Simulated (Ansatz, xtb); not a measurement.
# Relative energy of two structures of AlGeNO

We compare a, `[N]1=[Ge]2[O][Al]12`, a singlet, with b, a singlet given by its coordinates. Both are isolated molecules in the gas phase, relaxed with r2SCAN-D4/def2-SVP.

a (Å):

```yaml
atoms:
  - { symbol: Al, position_ang: [-2.0533, -0.4446, -1.0854] }
  - { symbol: Ge, position_ang: [0.0197, -1.1849, -2.0396] }
  - { symbol: N, position_ang: [-0.5200, -0.9884, -0.3150] }
  - { symbol: O, position_ang: [-1.6518, -0.5918, -2.7667] }
```

b (Å):

```
atom   x (Å)   y (Å)    z (Å)
  Al  0.0000  0.0000  -0.8949
  Ge  0.0000  0.0000   2.5372
   N  0.0000  0.0000   0.8641
   O  0.0000  0.0000  -2.5063
```

Close contacts (Å): Al1–N3 1.76, Al1–O4 1.61, Ge2–N3 1.67.

Quicker runs give these differences E(b) − E(a): GFN2-xTB −1.381 eV; HF/STO-3G −0.905 eV (at GFN2-xTB geometries); r2SCAN-D4/def2-SVP//GFN2-xTB −0.838 eV.

Problem. Estimate E(b) − E(a) at the level CCSD(T)/def2-TZVPP.

Solution. Calculated at CCSD(T)/def2-TZVPP: E(b) − E(a) = −0.588 eV, so structure b lies lower.

The same difference at several levels:

```tsv
level	geometry	E(b) − E(a) (eV)	departure from the last row (eV)	job, with rough time for the two
GFN2-xTB	GFN2-xTB	−1.381	−0.792	optimisation, 1 s
HF/STO-3G	GFN2-xTB	−0.905	−0.317	single point, 3.2 s
r2SCAN-D4/def2-SVP//GFN2-xTB	GFN2-xTB	−0.838	−0.249	single point, 11 s
r2SCAN-D4/def2-SVP	r2SCAN-D4/def2-SVP	−0.656	−0.068	optimisation, 95 s
HF/def2-TZVPP	r2SCAN-D4/def2-SVP	−1.254	−0.666	part of the CCSD(T) run
MP2/def2-TZVPP	r2SCAN-D4/def2-SVP	−0.577	+0.011	part of the CCSD(T) run
CCSD(T)/def2-TZVPP	r2SCAN-D4/def2-SVP	−0.588		single point, 2.3 min
```

The levels shown agree on the order. The largest departure from CCSD(T)/def2-TZVPP is that of GFN2-xTB, 0.792 eV.

With harmonic frequencies from r2SCAN-D4/def2-SVP (ideal gas, rigid rotor, one conformer each, 400 K, 1 atm): on the last row, ΔE + ΔZPE = −0.583, ΔH = −0.550, ΔG = −0.587 eV.

The T1 diagnostic of structures a and b is large, so the coupled-cluster value is less sure. The correlated steps freeze 16 core orbitals; the filled d shell of Ge is correlated, in a basis made for valence electrons. Codes used: Ansatz 0.2.0, xtb 6.7.1; the last row on 1 thread of AMD EPYC (Zen 3) on a shared host.
